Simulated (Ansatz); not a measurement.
Consider the redistribution: `F[CH2][GeH2][SH]` + `[GeH3][S][GeH3]` → `F[CH2][GeH2][GeH3]` + `S[S][GeH3]`.

Computed with Ansatz on PBE0-D4/def2-TZVP structures; ΔE is electronic, products minus reactants. CBS: MP2 limit from def2 TZ/QZ plus the TZ coupled-cluster correction, frozen cores. Functionals use def2-TZVPP. For Ge outer-core shells are correlated without core-valence functions, which leaves a few kJ/mol of doubt a bond. Scalar relativity is left out up to krypton. Each species was taken in one conformer, which may not be the lowest.

(1) Is it downhill or uphill in electronic energy at CCSD(T)/CBS, and by how much? (An estimate is asked.)

(2) What do these levels give: PBE-D4, r2SCAN-D4, r2SCAN, PBE0, MP2/def2-QZVPP, CCSD/CBS(def2)? (Estimate.)

Largest T1 diagnostic among the species: 0.012.

## Answers

(1) Computed: Uphill: ΔE = +106.9 kJ/mol.

(2) Ansatz gave: PBE-D4 92.4, r2SCAN-D4 104.3, r2SCAN 104.2, PBE0 100.8, MP2/def2-QZVPP 115.5, CCSD/CBS(def2) 107.6 kJ/mol.

In def2-TZVPP, CCSD(T) changes the Hartree–Fock value by −11.8 kJ/mol (the triples alone add −0.7 kJ/mol) and MP2 by −5.1 kJ/mol. From PBE to PBE0 (25 % exact exchange), in def2-TZVPP and without D4, ΔE moves by +9.3 kJ/mol.
